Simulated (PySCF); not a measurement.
Si(H)3(OMe) (CH6OSi), SMILES CO[SiH3]. Atoms are numbered in the order given.

```xyz
9

Si     0.0908    -1.0570     0.0000
O     -0.5682     0.4508     0.0000
C      0.2052     1.6397     0.0000
H     -1.0383    -2.0074     0.0000
H      0.9402    -1.2649    -1.2011
H      0.9402    -1.2649     1.2011
H      0.8402     1.7012    -0.8899
H     -0.4785     2.4882     0.0000
H      0.8402     1.7012     0.8899
```
Charge 0, spin multiplicity 1.

Coordinates come from a B3LYP-D3(BJ)/def2-TZVP optimisation.

Calculation: B3LYP/pcJ-1 in PySCF.

Isotropic couplings with Fermi-contact, spin-dipole and both spin-orbit terms, one fixed conformer, no vibrational averaging. Isotopes: 13C, 1H, 29Si.

Computed spin–spin coupling constants:
| pair | bonds apart | J (Hz) |
|---|---|---|
| Si1–H4 | 1 | -249.3 |
| Si1–H5 | 1 | -216.7 |
| Si1–H6 | 1 | -216.7 |
| C3–H7 | 1 | 144.2 |
| C3–H8 | 1 | 153.9 |
| C3–H9 | 1 | 144.2 |
| Si1–C3 | 2 | 2.5 |
| H4–H5 | 2 | 12.7 |
| H4–H6 | 2 | 12.7 |
| H5–H6 | 2 | 16.6 |
| H7–H8 | 2 | -11.6 |
| H7–H9 | 2 | -9.5 |
| H8–H9 | 2 | -11.6 |
| Si1–H7 | 3 | -1.6 |
| Si1–H8 | 3 | -15.6 |
| Si1–H9 | 3 | -1.6 |
| C3–H4 | 3 | 8.7 |
| C3–H5 | 3 | 0.7 |
| C3–H6 | 3 | 0.7 |
| H4–H7 | 4 | -1.3 |
| H4–H8 | 4 | 0.4 |
| H4–H9 | 4 | -1.3 |
| H5–H7 | 4 | 0.4 |
| H5–H8 | 4 | -0.5 |
| H6–H8 | 4 | -0.5 |
| H6–H9 | 4 | 0.4 |
